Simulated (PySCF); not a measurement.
# Computed properties of W(OMe)(H)5 (CH8OW), SMILES [O]([WH5])C, multiplicity 1

W(OMe)(H)5 (CH8OW), SMILES [WH5][O]C, multiplicity 1. The structure is a stationary point at B3LYP-D3(BJ)/def2-SVP. The spin state was assumed, not searched. The structure was generated by enumeration; whether it is a known compound was not checked. The def2 effective core potentials stand for the cores of W; spin–orbit coupling is left out. Other conformers were not sampled. All values are computed for the isolated molecule unless a solvent is named; none is compared with measurement here.

**Structure.** The optimised structure has Cs symmetry. All 27 harmonic modes at B3LYP-D3(BJ)/def2-SVP (PySCF) are real, so it is a minimum. With heavy atoms numbered as in [WH5:1][O:2][CH3:3], the shortest bond between them is O2–C3 at 1.410 Å and the longest W1–O2 at 1.865 Å.

**Vibrations.** The strongest infrared lines (harmonic, unscaled, degenerate partners summed) lie at 1151 cm⁻¹ (237 km/mol, O 43 %, C 31 %, H 25 %), 2038 cm⁻¹ (190 km/mol, H 99 %), 2019 cm⁻¹ (162 km/mol, H 99 %). The softest mode is at 51 cm⁻¹ and the zero-point energy is 50.4 kcal/mol.

**Electronic structure.** M06-2X/def2-TZVPD (PySCF) places the frontier levels at -9.12 and -1.51 eV, a gap of 7.61 eV, and gives a dipole moment of 2.40 D and a mean polarisability of 69.2 bohr³. PBE/def2-TZVPD (PySCF) at the same geometry gives -6.61 and -3.13 eV, so its gap is 4.13 eV narrower. An orbital gap is neither the optical nor the fundamental gap.

**Excitations.** TDDFT-M06-2X/def2-SVPD (PySCF) has S1 at 3.78 eV (328 nm, f = 0.011, weak); the most intense of the 10 singlets computed lies at 4.40 eV (f = 0.05). T1 (TDA) is at 3.13 eV. TDDFT-PBE/def2-SVPD (PySCF) puts S1 at 3.79 eV. No vertical singlet excitation falls in the visible range (under 3.1 eV).
